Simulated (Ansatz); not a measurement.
`I[SiH]1NCN1` + SiH₄ → `[SiH3][SiH]1NCN1` + HI  (formal exchange of groups at the Si–I bond)

Gas-phase electronic energies from Ansatz, PBE0-D4/def2-TZVP geometries. CCSD(T)/CBS is the MP2 limit (def2-TZVPP, def2-QZVPP) plus CCSD(T) − MP2 in def2-TZVPP, frozen cores. This one scheme is used for every species. def2 core potentials past Kr. For I outer-core shells are correlated without core-valence functions, which leaves a few kJ/mol of doubt a bond.

```
           species  MP2/def2-QZVPP energy (Eh)
     `I[SiH]1NCN1`                  -736.84056
              SiH₄                  -291.42099
`[SiH3][SiH]1NCN1`                  -730.28865
                HI                  -297.92187
```

**Question.** Work out ΔE.

**Answer.** ΔE = (-730.28865) + (-297.92187) − (-736.84056) − (-291.42099) = 0.05103 Eh = +134.0 kJ/mol. CCSD(T)/CBS gives +121.0 kJ/mol.

Largest T1 diagnostic among the species: 0.012.

From PBE to PBE0 (25 % exact exchange), in def2-TZVPP and without D4, ΔE moves by +3.9 kJ/mol.
